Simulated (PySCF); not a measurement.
Compound: arsenic tetramer, As₄.
Atom-mapped SMILES: `[As:1]12[As:2]3[As:3]1[As:4]23`

Computed, not measured: PySCF, PBE0-D3(BJ)/def2-TZVP geometry optimisation, gas phase.

Question: Give the optimised bond lengths and angles.

Answer: 
```csv
bond,length (Å)
As1–As2 and 5 like bonds,2.424
```

Bonds in one row agree within 0.01 Å and their mean is given. A selection of angles:
```csv
angle,degrees
As2–As1–As3,60.0
```

Dihedral angles: As1–As2–As3–As4 -71° (synclinal); As2–As3–As4–As1 71° (synclinal); As2–As1–As4–As3 -71° (synclinal); As1–As2–As4–As3 71° (synclinal).

All internal angles of the 3-membered ring As1–As2–As4 are 60.0°. As1 (arsenic bonded to 3 As) is pyramidal (angles 60.0°, 60.0° and 60.0°, sum 180.0°, 1.98 Å off the plane of its three neighbours). All internal angles of the 3-membered ring As1–As3–As4 are 60.0°. All 6 As–As bonds measure 2.424 to 2.425 Å. All internal angles of the 3-membered ring As2–As3–As4 are 60.0°. All internal angles of the 3-membered ring As1–As2–As3 are 60.0°.

Point group: Td (tolerance 0.08 Å). No frequency check.

Hardware: one thread of an Arm Neoverse N1, no GPU, shared host with 64 logical CPUs at a one-minute load of 56. Cost: 3.5 min of wall time, 0.93 GiB resident at most. That covers the optimisation of the geometry.
